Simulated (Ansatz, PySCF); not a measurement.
Breaking the Be1–Br3 bond in BeBrCl (SMILES [Cl][Be][Br]) (multiplicity 1 held, fragments rigid). Energies count from the point at 1.957 Å.
Geometry at that point (charge 0, multiplicity 1):
```xyz
3

Be     0.000     0.000    -0.676
Cl     0.000     0.000    -2.479
Br     0.000     0.000     1.281
```

R- and RO- levels are restricted; in cc, def2 and unpolarised 6-31G sets they are followed outwards from rest. Unrestricted levels (U-) break spin symmetry where that is lower. Active spaces are followed from a long bond inwards. Curves can end on different states.

Frozen-core correlation. Filled d and f shells under p-block atoms count as core. Rows in 3-21G carry no dispersion term and start afresh at each structure; the Pople sets are all-electron and without relativity.

Programs: Ansatz (Gaussian basis) for Hartree–Fock, density functionals and correlated methods; PySCF for 3-21G rows. Each number belongs to the level named beside it.

Energies in kJ/mol.

```csv
R (Å),R-HF/3-21G,R-wB97X-V/def2-TZVPPD,R-MP2/def2-TZVPPD,U-CCSD/def2-TZVPPD,"FIC-MRCISD+Q on CASSCF(6,4)/def2-TZVPPD"
1.566,232,216,229,230,230
1.761,43,39,44,45,45
1.957,0,0,0,0,0
2.153,24,24,21,20,20
2.349,75,75,69,68,67
2.642,168,167,158,156,154
2.936,259,256,246,242,238
3.425,392,381,367,362,351
3.914,498,475,454,428,419
4.502,593,555,522,450,449
5.284,674,622,564,455,458
6.263,727,671,565,456,460
```

Doubts at one or more of the structures used: a restricted determinant that unrestricted orbitals would lower (R-HF/3-21G, R-wB97X-V/def2-TZVPPD, R-MP2/def2-TZVPPD); a spin-contaminated determinant (U-CCSD/def2-TZVPPD); T1 above 0.05 (U-CCSD/def2-TZVPPD); the program's own flag: other amplitudes (U-CCSD/def2-TZVPPD); active orbitals that take no part (FIC-MRCISD+Q on CASSCF(6,4)/def2-TZVPPD).

Ansatz is a program for electronic structure.
